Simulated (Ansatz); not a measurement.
SbH2Cl (SMILES [H][Sb]([H])[Cl]): the vertical energy of the triplet above the singlet from total energies

SbH2Cl: 4 atoms, total charge 0, spin state singlet. SMILES: `[H][Sb]([H])[Cl]`. The shape comes from GFN2-xTB, which is rough for such elements, and wasn't checked as a minimum.

Both states at this one shape; open shells run unrestricted unless said. 1 Eh = 27.2114 eV.

| level | program | singlet SbH2Cl (Eh) | triplet SbH2Cl (Eh) |
| --- | --- | --- | --- |
| BLYP/STO-3G | Ansatz | -6709.647868 | -6709.479459 |
| r2SCAN0/STO-3G | Ansatz | -6710.156250 | -6709.983036 |
| HSE06/STO-3G | Ansatz | -6709.449866 | -6709.277853 |

Q: Work out the vertical gap, second state less first, at each level.

A: 
1. BLYP/STO-3G: -6709.479459 − (-6709.647868) = 0.168409 Eh = 4.58 eV.
2. r2SCAN0/STO-3G: -6709.983036 − (-6710.156250) = 0.173214 Eh = 4.71 eV.
3. HSE06/STO-3G: -6709.277853 − (-6709.449866) = 0.172013 Eh = 4.68 eV.

No measured value is set beside it here; the levels span 4.58 to 4.71 eV. Spin-orbit coupling, which splits open shells on such heavy atoms by tenths of an eV, is left out. Minimal sets are far from the basis-set limit. All-electron rows are non-relativistic unless named.
